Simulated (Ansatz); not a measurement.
Mulliken charges of FH3Se3Zr, SMILES `[F][Zr]([SeH])([SeH])[SeH]` from ωB97M-V/def2-TZVPP in Ansatz (PBE0-D4/def2-TZVP geometry).

| atom | x (Å) | y (Å) | z (Å) | charge (e) |
| --- | --- | --- | --- | --- |
| F1 | 0.322 | 2.244 | 0.149 | -0.342 |
| Zr2 | 0.254 | 0.361 | 0.065 | 0.656 |
| Se3 | -2.095 | -0.479 | -0.521 | -0.198 |
| Se4 | 1.954 | -0.557 | -1.611 | -0.207 |
| Se5 | 0.796 | -0.745 | 2.301 | -0.188 |
| H6 | -2.163 | 0.587 | -1.541 | 0.086 |
| H7 | 1.006 | -1.673 | -1.782 | 0.105 |
| H8 | -0.074 | 0.262 | 2.941 | 0.089 |

By hand: the dipole of these point charges (1 e Å = 4.8032 D).

Σ q r = (-0.170, -0.282, -0.062) e Å, of length 0.335 e Å = 1.61 D.

How does the dipole of the full density compare? (Estimate.)

The calculation gave: (-0.081, 0.056, -0.048) e Å, 0.53 D; the point charges give 3.04 times that, at 89° from its direction.

Point charges leave out the atoms' own dipoles, such as those of lone pairs, and Mulliken's split depends on the basis, so the two needn't agree.
